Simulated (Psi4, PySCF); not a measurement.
Input for Psi4:
```
memory 2 GB

molecule {
0 2
  Cl   -1.23158168    1.78779842    0.11037424
  C    -0.24903294    0.36150318    0.02231831
  C    -0.86478632   -0.87848864   -0.02994881
  C    -0.07467049   -2.02421734   -0.10069720
  C     1.27785936   -1.85497640   -0.11452164
  C     1.91899080   -0.65304962   -0.06459062
  C     1.13002066    0.49346705    0.00617853
  H    -1.94095717   -0.95740572   -0.01614208
  H    -0.53509881   -2.99895891   -0.14217376
  H     2.99461806   -0.57134804   -0.07824815
  H     1.58803999    1.46971016    0.04777049
}

set basis sto-3g
set reference uhf
set freeze_core true
set mp2_type conv
set scf_type pk
set puream true
set d_convergence 1e-8

energy('ccsd(t)')
print_variables()
```

Task: Write the same job for PySCF.

Result: Several could match; the one computed here: 
```python
from pyscf import gto, scf, cc

mol = gto.M(
    atom='''
Cl   -1.23158168    1.78779842    0.11037424
C    -0.24903294    0.36150318    0.02231831
C    -0.86478632   -0.87848864   -0.02994881
C    -0.07467049   -2.02421734   -0.10069720
C     1.27785936   -1.85497640   -0.11452164
C     1.91899080   -0.65304962   -0.06459062
C     1.13002066    0.49346705    0.00617853
H    -1.94095717   -0.95740572   -0.01614208
H    -0.53509881   -2.99895891   -0.14217376
H     2.99461806   -0.57134804   -0.07824815
H     1.58803999    1.46971016    0.04777049
''',
    basis='sto-3g',
    spin=1,
    verbose=3,
)

mf = scf.UHF(mol)
mf.kernel()

mycc = cc.CCSD(mf, frozen=11)
mycc.kernel()
et = mycc.ccsd_t()
print('E(CCSD(T)) = %.10f' % (mycc.e_tot + et))
```

Both were run: Psi4 gave -681.652864 Eh and PySCF -681.652864 Eh, 0.000 mEh apart.
